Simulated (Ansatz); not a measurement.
The molecule AgCl, closed-shell singlet (the spin of the measured ground state). No spin–orbit coupling.

```json
[
 {"level": "SVWN5/def2-TZVPP", "bond energy D_e (kcal/mol)": "86.88"},
 {"level": "PBE/def2-TZVPP", "bond energy D_e (kcal/mol)": "73.22"},
 {"level": "r2SCAN/def2-TZVPP", "bond energy D_e (kcal/mol)": "74.05"},
 {"level": "B97M-V/def2-TZVPP", "bond energy D_e (kcal/mol)": "73.54"},
 {"level": "B3LYP/def2-TZVPP", "bond energy D_e (kcal/mol)": "67.65"},
 {"level": "PBE0/def2-TZVPP", "bond energy D_e (kcal/mol)": "71.49"},
 {"level": "BHLYP/def2-TZVPP", "bond energy D_e (kcal/mol)": "66.12"},
 {"level": "CAM-B3LYP/def2-TZVPP", "bond energy D_e (kcal/mol)": "69.87"},
 {"level": "wB97X-V/def2-TZVPP", "bond energy D_e (kcal/mol)": "75.82"},
 {"level": "wB97M-V/def2-TZVPP", "bond energy D_e (kcal/mol)": "77.40"},
 {"level": "CCSD/def2-TZVPP", "bond energy D_e (kcal/mol)": "67.40"},
 {"level": "CCSD/def2-QZVPP", "bond energy D_e (kcal/mol)": "70.19"},
 {"level": "CCSD(T)/def2-TZVPP", "bond energy D_e (kcal/mol)": "69.77"},
 {"level": "CCSD(T)/def2-QZVPP", "bond energy D_e (kcal/mol)": "72.70"},
 {"level": "CCSD(T)/CBS(def2-TZVPP, def2-QZVPP)", "bond energy D_e (kcal/mol)": "74.12"}
]
```

The rows run from 66.12 (BHLYP/def2-TZVPP) to 86.88 kcal/mol (SVWN5/def2-TZVPP). From def2-TZVPP to def2-QZVPP CCSD(T) changes by 2.93. The 10 functionals in def2-TZVPP without D3 or D4 span 20.76, from BHLYP to SVWN5.

D_e counts from the fitted minimum to each atom's lowest state at the same level, without counterpoise. The singlet is restricted.

Correlated levels freeze the inner cores; with def2 sets outer-core shells near the valence are correlated too. CBS(a, b) extrapolates the correlation energy as X⁻³ and adds the Hartree–Fock energy of set b.

Run with Ansatz (a quantum-chemistry and plane-wave program). Each number belongs to the level named beside it. In def2 rows elements past Kr take small-core potentials, without spin–orbit coupling.
